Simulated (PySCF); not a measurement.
## Working out the ionisation energy of Sn

Sn [Kr] 4d10 5s2 5p2 (3P) → Sn⁺ [Kr] 4d10 5s2 5p1 (2P). Calculation: PySCF 2.14, in cc-pVDZ-PP with ECP28MDF (4s3p2d, 23 functions); scalar relativity through the core potential. Frozen: 4s2 4p6 4d10. Energies in hartree (1 hartree = 27.21139 eV):

```json
{"part": "UHF", "Sn (lower)": "-213.334807", "Sn⁺ (upper)": "-213.082772"}
{"part": "CCSD correlation", "Sn (lower)": "-0.048452", "Sn⁺ (upper)": "-0.039759"}
{"part": "(T)", "Sn (lower)": "-0.000581", "Sn⁺ (upper)": "-0.000356"}
```

Question: What does Hartree-Fock give?

Answer: (-213.082772) − (-213.334807) = 0.252035 hartree = 6.858 eV.

Question: What do CCSD and CCSD(T) give?

Answer: The CCSD correlation energies differ by 0.008693 hartree = 0.237 eV and the triples by 0.000225 hartree = 0.006 eV, so CCSD gives 7.095 eV and CCSD(T) 7.101 eV.

Measured between the centres of the two terms (NIST): 7.389 eV, so CCSD(T) (valence) is off by -0.288 eV.

A double-zeta basis recovers only part of the correlation energy.

What remains against the reference includes basis incompleteness, the frozen core and higher excitations.
